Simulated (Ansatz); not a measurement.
## Energy profile

The step: AlH₂F ([F][AlH2]) + AsH₃ → AlAsH₄ ([AlH2][AsH2]) + HF (still joined by a long Al–F bond); bonds formed: Al1–As6, F2–H5; bonds broken: H5–As6; bonds weakened to dative contacts: Al1–F2 (atoms numbered as in the saddle structure below).

```xyz
8
angstrom
Al 0.1592 0.0192 -0.9603
F -1.5379 -0.8033 -0.7709
H 1.1847 -1.0721 -1.4578
H -0.0505 1.4408 -1.6122
H -1.2490 -0.5980 0.2623
As -0.1023 0.0524 1.6746
H 0.3045 1.4831 1.3708
H 1.2912 -0.5223 1.4936
```

Electronic energies by CCSD(T) at an estimated basis limit (MP2 extrapolated from triple and quadruple zeta, plus CCSD(T) − MP2 in triple zeta), on PBE0-D4/def2-TZVP structures; AlAsH5F, closed shell; no counterpoise correction. Program: Ansatz 0.2.0. Basis: def2-TZVPP and def2-QZVPP. Cores are frozen in the correlated methods. Filled d shells of the heavier atoms are correlated. The def2 sets are not built for correlating such inner shells, so the correlated values are less sure here. Extrapolation: Hartree–Fock as exp(−7.88 √X), correlation as X^−2.97.

Question: Give the profile in kcal/mol, counted from the separated reactants. (An estimate is asked for; the value comes from the calculation.)

Answer: Computed:
| point | kcal/mol |
| --- | --- |
| separated: AlH2F (linked as [F][AlH2]; Al1, F2, H3, H4; singlet) + AsH3 (H5, As6, H7, H8; singlet) | 0.00 |
| start structure | -3.76 |
| saddle | 26.32 |
| end structure | 20.32 |
| separated: AlAsH4 (linked as [AlH2][AsH2]; Al1, H3, H4, As6, H7, H8; singlet) + HF (F2, H5; singlet) | 30.12 |

No T1 diagnostic of these runs exceeds 0.013. The start structure is not quite a true minimum (one mode of 74i cm⁻¹).

For scale, one of the runs: CCSD(T)/def2-TZVPP, 191 basis functions (an equivalent command: `ansatz run in.yaml --threads 4`). Time: 46 s of wall clock on 4 CPU threads; the host was shared. Peak host memory: 2 GiB.
